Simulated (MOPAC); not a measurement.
Input file for MOPAC: AM1 on BAs, 2S+1 = 3, a spin state set in the input, which need not be the lowest, a point of a bond scan (R = 2.020 Å).

```
AM1 1SCF PRECISE CHARGE=0 UHF MS=1 THREADS=1
AsB

B      0.00000000 1     0.00000000 1     0.00000000 1
As     0.00000000 1     0.00000000 1     2.02022200 1
```

Output:

```
*******************************************************************************
 **                                                                           **
 **                              MOPAC v23.2.5                                **
 **                                                                           **
 *******************************************************************************
 ** MOPAC's Digital Object Identifier: https://doi.org/10.5281/zenodo.6511958 **
 **                                                                           **
 ** Please cite the open-source release paper for use of this MOPAC version:  **
 ** J. E. Moussa and J. J. P. Stewart (2026)                                  **
 ** MOPAC: An open-source semiempirical molecular orbital program             **
 ** J. Open Source Softw., 11(119), 8025, https://doi.org/10.21105/joss.08025 **
 *******************************************************************************

                              AM1 CALCULATION RESULTS

 *******************************************************************************
 *  AM1        - The AM1 Hamiltonian to be used
 *  UHF        - UNRESTRICTED HARTREE-FOCK CALCULATION
 *
 *
 *
 *                 CHARGE ON SYSTEM = 0
 *
 *
 *
 *  MS=        - IN MECI, MAGNETIC COMPONENT OF SPIN =  1.0
 *  PRECISE    - TIGHTER CRITERIA TO BE USED
 *  1SCF       - DO 1 SCF AND THEN STOP
 *  THREADS=1  - MULTI-THREADING NOT USED
 *  T=         - A TIME OF 172800.0 SECONDS REQUESTED
 *  DUMP=N     - RESTART FILE WRITTEN EVERY 7200.0 SECONDS REQUESTED
 *******************************************************************************
AM1 1SCF PRECISE CHARGE=0 UHF MS=1 THREADS=1
 AsB

   ATOM   CHEMICAL          X               Y               Z
  NUMBER   SYMBOL      (ANGSTROMS)     (ANGSTROMS)     (ANGSTROMS)

     1       B          0.00000000  *   0.00000000  *   0.00000000  *
     2      As          0.00000000  *   0.00000000  *   2.02022200  *



          CARTESIAN COORDINATES

    NO.       ATOM           X           Y           Z

     1         B          0.0000      0.0000      0.0000
     2        As          0.0000      0.0000      2.0202

  B: (AM1): M.J.S. DEWAR ET AL, ORGANOMETALLICS, 7, 513-521 (1988)
 As: (AM1): J. J. P. STEWART, J. MOL. MOD., 10, 155-164 (2004)

           Empirical Formula: B As  =     2 atoms



      MOLECULAR POINT GROUP   :   C*v


          UHF CALCULATION, NO. OF ALPHA ELECTRONS =    5
                           NO. OF BETA  ELECTRONS =    3

 -------------------------------------------------------------------------------
 AM1 1SCF PRECISE CHARGE=0 UHF MS=1 THREADS=1
 AsB



     1SCF WAS SPECIFIED, SO BFGS WAS NOT USED
     SCF FIELD WAS ACHIEVED


                              AM1 CALCULATION
                                                       MOPAC v23.2.5 Linux




          FINAL HEAT OF FORMATION =        132.51650 KCAL/MOL =     554.44906 KJ/MOL


          COSMO AREA              =         84.07 SQUARE ANGSTROMS
          COSMO VOLUME            =         68.40 CUBIC ANGSTROMS

          IONIZATION POTENTIAL    =          8.090572 EV
          ALPHA SOMO LUMO (EV)    =         -8.301  0.615
          BETA  SOMO LUMO (EV)    =         -8.091 -1.446
          NO. OF ALPHA ELECTRONS  =          5
          NO. OF BETA  ELECTRONS  =          3
          MOLECULAR WEIGHT        =         85.7316         POINT GROUP:  C*v

          MOLECULAR DIMENSIONS (Angstroms)

            Atom       Atom       Distance
           As     2    B     1     2.02022
           As     2    B     1     0.00000
            B     1   As     2     0.00000


          SCF CALCULATIONS        =          1





   ATOM   CHEMICAL          X               Y               Z
  NUMBER   SYMBOL      (ANGSTROMS)     (ANGSTROMS)     (ANGSTROMS)

     1       B          0.00000000  *   0.00000000  *   0.00000000  *
     2      As          0.00000000  *   0.00000000  *   2.02022200  *

                             CARTESIAN COORDINATES

   1    B        0.000000000     0.000000000     0.000000000
   2   As        0.000000000     0.000000000     2.020222000


           Empirical Formula: B As  =     2 atoms



      MOLECULAR POINT GROUP   :   C*v


          ALPHA EIGENVALUES
 -20.95988 -16.47593  -8.73779  -8.56044  -8.30073   0.61469   0.73445   2.04299


           BETA EIGENVALUES
 -19.93112 -15.10766  -8.09057  -1.44633  -1.04807   1.06797   1.43360   2.78343


              NET ATOMIC CHARGES AND DIPOLE CONTRIBUTIONS

  ATOM NO.   TYPE          CHARGE      No. of ELECS.   s-Pop       p-Pop
    1          B           0.443583        2.5564     1.86196     0.69446
    2         As          -0.443583        5.4436     1.96798     3.47560
 DIPOLE           X         Y         Z       TOTAL
 POINT-CHG.     0.000     0.000    -4.304     4.304
 HYBRID         0.000    -0.000     0.025     0.025
 SUM            0.000    -0.000    -4.279     4.279


          ATOMIC ORBITAL ELECTRON POPULATIONS

     Atom    s        px        py        pz
    1  B   1.86196   0.18821   0.09071   0.41554
    2 As   1.96798   1.81179   0.90929   0.75451


                    (SZ)    =    1.000000
                    (S**2)  =    2.009789


          ATOMIC ORBITAL SPIN POPULATIONS

    Atom   Total    s     px     py     pz
         Atomic
    1  B  0.5232  0.052  0.010  0.091  0.371
    2 As  1.4768 -0.000 -0.010  0.909  0.577

 **********************
 *                    *
 * JOB ENDED NORMALLY *
 *                    *
 **********************




 == MOPAC DONE ==
```

The run finished.

Cost: around 0.020 core-seconds (rough).
